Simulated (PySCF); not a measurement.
C₇H₁₀P₂.
Z-matrix (Å and degrees, GFN2-xTB geometry), rows numbered from 1:
```
C 
C   1  1.5292
C   2  1.5128  1  110.31
P   3  1.7563  2  111.72  1    87.31
C   4  1.7313  3  104.04  2  -177.04
C   5  1.3710  4  128.38  3    -0.61
P   6  1.7311  5  128.37  4    -0.02
C   3  1.3790  2  120.63  1   -90.69
C   8  1.5090  3  120.16  2    -3.31
H   1  1.0877  2  110.47  3  -179.33
H   1  1.0891  2  109.88  3   -59.44
H   1  1.0879  2  111.05  3    60.11
H   2  1.0901  1  109.93  3  -123.29
H   2  1.0940  1  108.36  3   119.06
H   5  1.0864  4  114.04  3   179.79
H   6  1.0866  5  117.61  4  -179.86
H   9  1.0904  8  110.67  3   -63.86
H   9  1.0898  8  109.94  3   176.85
H   9  1.0885  8  111.47  3    56.65
```

NICS = −σ at a ghost point: NICS(0) at the centroid of the ring atoms, NICS(1) 1 Å to either side along the normal of their mean plane, zz for the tensor component along that normal. Level: GIAO PBE0/pcSseg-1 (PySCF, non-relativistic, gas phase) on the GFN2-xTB geometry, one conformer.

Ring bond lengths (Å), with Mayer bond orders in brackets: C3–P4 1.756 (1.28), P4–C5 1.731 (1.32), C5–C6 1.371 (1.50), C6–P7 1.731 (1.32), P7–C8 1.757 (1.29), C8–C3 1.379 (1.44).

Problem. Give the NICS values of each ring in ppm.

Solution. 
```csv
ring,type,NICS(0),"NICS(1), two faces","NICS(1)zz, two faces",rms pucker (Å),"centre to ring atoms, mean (Å)"
C3–P4–C5–C6–P7–C8,6-membered ring with 2 P; formal bonds all aromatic,-6.4,-9.8 / -9.7,-23.7 / -23.2,0.00,1.61
```

Problem. What do they say, and how far can they be read as aromaticity?

Solution. 
- C3–P4–C5–C6–P7–C8: mean NICS(1)zz -23.5 ppm, shielded.

Problem. And the bond-length index? HOMA = 1 − mean of α(R − Ropt)² over the ring bonds, with Krygowski's 1993 parameters (CC: Ropt 1.388 Å, α 257.7 Å⁻²; CP: Ropt 1.698 Å, α 118.91 Å⁻²).

Solution. 
- C3–P4–C5–C6–P7–C8: HOMA 0.80; the largest term is that of P7–C8, α(R − Ropt)² = 0.41.

Problem. At the second NICS(1) probe listed for ring C3–P4–C5–C6–P7–C8, 1 Å off the ring, what do the in-plane components average?

Solution. The isotropic value is a third of the trace: (3 × -9.7 − (-23.2))/2 = -2.9 ppm.

Problem. Give the inner angles of the rings and the Hirshfeld charges of the ring atoms.

Solution. 
- C3–P4–C5–C6–P7–C8: C3 127.6° (-0.043 e), P4 104.0° (+0.097 e), C5 128.4° (-0.106 e), C6 128.4° (-0.106 e), P7 104.1° (+0.090 e), C8 127.5° (-0.044 e); sum 720.0° against 720° for a flat convex ring.

Problem. How shielded are the nuclei of the rings and their hydrogens (means over atoms taken as equivalent)?

Solution. 
| atoms | environment | σ isotropic (ppm) | principal values of the symmetric part, first atom (ppm) |
| --- | --- | --- | --- |
| C3 | substituted aromatic carbon | -0.5 | -154.9, -22.6, 176.0 |
| P4 | phosphorus bonded to 2 C | 56.8 | -264.0, -48.3, 482.6 |
| C5 | aromatic CH carbon | 19.1 | -148.9, 27.9, 178.2 |
| C6 | aromatic CH carbon | 20.1 | -146.2, 29.3, 177.2 |
| P7 | phosphorus bonded to 2 C | 57.0 | -258.2, -39.6, 468.7 |
| C8 | substituted aromatic carbon | 11.0 | -148.2, 2.1, 179.1 |
| H15 | aromatic hydrogen | 22.09 | 19.6, 19.9, 26.8 |
| H16 | aromatic hydrogen | 22.19 | 19.7, 20.1, 26.7 |

Time: 53 s wall (with the writing of density and orbital grids). Hardware: Arm Neoverse V1, one thread, no GPU (shared host). This is the whole shielding run at PBE0/pcSseg-1, SCF included.
